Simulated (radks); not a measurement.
Values are calculated unless marked as measured or tabulated.
These are the eigenvalues of the occupied orbitals of an atom or ion with whole-number occupations (hartree). Level of theory: scalar-relativistic Kohn-Sham, PBEsol, spin-unpolarised, spherical densities, finite nucleus; Fermi nuclear charge, rms radius of each element as measured or else 0.836 A^(1/3) + 0.57 fm (a radial shooting solver on a logarithmic mesh with Libxc functionals).

1s: -2040.290
2s: -342.9866
2p: -304.1602
3s: -78.21929
3p: -66.35168
3d: -51.27116
4s: -17.06889
4p: -13.15044
4d: -7.85254
5s: -3.57587
5p: -2.59000
4f: -2.04702

Which element is it, and in what charge state? The configuration may be excited.

Answer. Z = 67, holmium, charge +4: Ho4+ in [Xe] 4f9. The list shows which subshells hold electrons but not how many an open one holds; the 1s level, -2040.3 hartree, gives Z - s = 63.9 by -(Z - s)^2/2, which with screening and relativity narrows Z to a few neighbours, and the depths of the outer levels then fix element, charge and occupations together.
